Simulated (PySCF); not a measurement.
# Shifts of the heteroatoms

Mapped SMILES: `[O:1]=[CH:2][c:3]1[cH:4][c:5]([Cl:6])[p:7][cH:8][p:9]1` (H(Xn): hydrogen on atom n).

Non-relativistic Hamiltonian, one conformer, no solvent model. Geometry: GFN2-xTB; PBE0/pcSseg-1 with gauge-including orbitals; PySCF 2.14.0 with density-fitted response routines.

Question: What are the $^{31}$P shifts?

Answer: 
```json
{"atoms": "P7", "environment": "phosphorus bonded to 2 C, in a 6-membered ring", "σ (ppm)": "29.0", "δ (ppm)": "246.0"}
{"atoms": "P9", "environment": "phosphorus bonded to 2 C, in a 6-membered ring", "σ (ppm)": "35.2", "δ (ppm)": "241.0"}
```

Shieldings were converted by a linear fit to measured shifts: $^{31}$P (scatter 18.1 ppm rms vs H3PO4, solution or neat liquid). A few per cent of atoms miss by over 2 rms, more outside the fitted compound classes.

On a 400 MHz spectrometer $^{31}$P resonates near 161.9 MHz, so 1 ppm is 161.9 Hz.

Question: What are the $^{17}$O shifts?

Answer: 
```csv
atoms,environment,σ (ppm),δ (ppm)
O1,aldehyde oxygen,-324.9,562.7
```

Shieldings were converted by a linear fit to measured shifts: $^{17}$O (scatter 10.7 ppm rms, 12.2 ppm with the 3 outliers that the fit left out vs liquid water, solution or neat liquid). Occasional misses reach two or three times the rms, and more in compound classes unlike the fitted ones.

On a 400 MHz spectrometer $^{17}$O resonates near 54.2 MHz, so 1 ppm is 54.2 Hz.
